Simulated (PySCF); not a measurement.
# EPR parameters of [C6H11NS]-

C6H11NS (charge -1 and doublet state).
SMILES with atom numbers: `[NH2:1][CH2:2][C@@H:3]1[CH2:4][CH2:5][C:6]([S-:7])[CH2:8]1` (hydrogens: H9, H10 on N1; H11, H12 on C2; H13 on C3; H14, H15 on C4; H16, H17 on C5; H18, H19 on C8)

Geometry (GFN2-xTB, Å), atoms numbered from 1 in this order:
```
atom  x, y, z in Å
N1     2.7457   -0.3549   -0.0733
C2     1.6763    0.4778    0.4787
C3     0.2742   -0.1287    0.3934
C4    -0.2108   -0.3559   -1.0434
C5    -1.7244   -0.5068   -0.8974
C6    -2.0672    0.4158    0.2392
S7    -3.6310    0.5502    0.8903
C8    -0.8162    0.7626    1.0023
H9     2.5472   -0.5209   -1.0565
H10    2.7176   -1.2636    0.3838
H11    1.9284    0.6763    1.5261
H12    1.6970    1.4310   -0.0591
H13    0.2779   -1.0954    0.9161
H14    0.0192    0.5292   -1.6449
H15    0.2554   -1.2270   -1.5181
H16   -1.9777   -1.5598   -0.6722
H17   -2.2586   -0.2515   -1.8216
H18   -0.5421    1.8244    0.8657
H19   -0.9209    0.6063    2.0834
```

The hyperfine couplings belong to this conformer and change with its torsions.

Computed with UKS B3LYP, pcH-1 on C H N S, non-relativistic, mean-field spin-orbit, GIAO (PySCF 2.14.0). Whether the extra electron is bound in the gas phase wasn't checked; a finite basis holds it in any case. Couplings are sensitive to structure, and on GFN2-xTB geometries they can be far from those on DFT ones, by a factor of two or more for some ions and for spin on atoms past the first row. Stability of the SCF solution: not tested.

| Quantity | Value |
| --- | --- |
| g1, g2, g3 | 2.00172, 2.00842, 2.01227 |
| g_iso | 2.00747 |
| Form of g | rhombic: the two nearest values differ by 37 % of g3 − g1 |
| ⟨S²⟩ | 0.7539 (exact 0.7500) |
| α and β electrons | 36, 35 |
| Total energy | -688.22352 Eh |
| Basis functions | 320 |

Isotropic coupling and dipolar principal values T1 to T3, in 10⁻⁴ cm⁻¹; ρ(0) is the spin density at the nucleus (1 × 10⁻⁴ cm⁻¹ = 2.998 MHz):

| atom | isotope | a_iso | of which spin–orbit | T1 | T2 | T3 | Mulliken spin population | ρ(0) (bohr⁻³) |
| --- | --- | --- | --- | --- | --- | --- | --- | --- |
| N1 | 14N | 0.0 | 0.0 | 0.0 | 0.0 | 0.0 | 0.00 | 0.0004 |
| C2 | 13C | 0.1 | 0.0 | -0.2 | -0.1 | 0.2 | 0.00 | 0.0003 |
| C3 | 13C | 0.5 | 0.0 | -0.4 | -0.2 | 0.6 | 0.01 | 0.0013 |
| C4 | 13C | 0.3 | 0.0 | -0.3 | -0.2 | 0.5 | 0.01 | 0.0008 |
| C5 | 13C | -5.4 | 0.0 | -0.7 | -0.2 | 1.0 | -0.05 | -0.0143 |
| C6 | 13C | 31.5 | 0.1 | -19.6 | -19.2 | 38.8 | 0.61 | 0.0836 |
| S7 | 33S | 1.2 | 0.1 | -9.4 | -7.9 | 17.2 | 0.29 | 0.0100 |
| C8 | 13C | -7.3 | 0.0 | -0.6 | -0.2 | 0.8 | -0.05 | -0.0194 |
| H9 | 1H | 0.0 | 0.0 | -0.2 | -0.2 | 0.3 | 0.00 | 0.0000 |
| H10 | 1H | 0.1 | 0.0 | -0.2 | -0.1 | 0.3 | 0.00 | 0.0001 |
| H11 | 1H | 0.0 | 0.0 | -0.3 | -0.3 | 0.5 | 0.00 | 0.0000 |
| H12 | 1H | 0.0 | 0.0 | -0.4 | -0.3 | 0.7 | 0.00 | 0.0000 |
| H13 | 1H | -0.4 | 0.0 | -0.7 | -0.6 | 1.3 | 0.00 | -0.0003 |
| H14 | 1H | 0.0 | 0.0 | -0.9 | -0.7 | 1.6 | 0.00 | 0.0000 |
| H15 | 1H | 0.0 | 0.0 | -0.5 | -0.3 | 0.8 | 0.01 | 0.0000 |
| H16 | 1H | 26.9 | 0.0 | -1.3 | -1.0 | 2.3 | 0.08 | 0.0180 |
| H17 | 1H | 15.7 | 0.0 | -1.4 | -1.0 | 2.4 | 0.02 | 0.0105 |
| H18 | 1H | 27.8 | 0.0 | -1.5 | -1.1 | 2.6 | 0.04 | 0.0186 |
| H19 | 1H | 15.5 | 0.0 | -1.1 | -1.0 | 2.1 | 0.04 | 0.0104 |

Largest spin populations (Mulliken): C6 (+0.61), S7 (+0.29) and H16 (+0.08). The angles at C6 add up to 356.3°, so it is nearly planar.

Axes: g3 points within 3° of the C6–S7 bond.

Under fast tumbling the dipolar parts average out, and these isotropic splittings remain: 1 × 1H (H18, I = 1/2, 2 lines) with 2.96 mT, 1 × 1H (H16, I = 1/2, 2 lines) with 2.87 mT, 1 × 1H (H17, I = 1/2, 2 lines) with 1.67 mT, 1 × 1H (H19, I = 1/2, 2 lines) with 1.65 mT and 1 × 1H (H13, I = 1/2, 2 lines) with 0.04 mT.

The 13C coupling of C6 (94.3 MHz) shows only in satellite lines or after enrichment, since that isotope makes up about 1.07 % of natural carbon.

Examples of negative spin density at the nucleus (bohr⁻³): C8 (-0.0194) and C5 (-0.0143).
